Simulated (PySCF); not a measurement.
Ga(Me)3 (C3H9Ga), SMILES [CH3][Ga]([CH3])[CH3].

The structure is a stationary point at ωB97X-D3(BJ)/def2-SVP. The isomer is the one that the SMILES or the coordinates give; other isomers of the formula were not compared.

These are PySCF with PBE/def2-TZVP values and carry that method's errors.

Estimate the frontier levels, gap, dipole moment and polarisability. (The exact figures need the calculation; the answer reports its results.)


The highest occupied level is -6.22 eV. The lowest empty level comes out as -1.32 eV and the orbital gap comes out as 4.90 eV. The dipole moment is 0.00 D. The quadrupole, principal values (traceless, Buckingham form, about the centre of nuclear charge) is -2.40, -2.39, 4.79 D·Å, the mean static polarisability is 68.5 bohr³ (10.15 Å³) and the polarisability, principal values comes out as 53.8, 75.9, 75.9 bohr³.
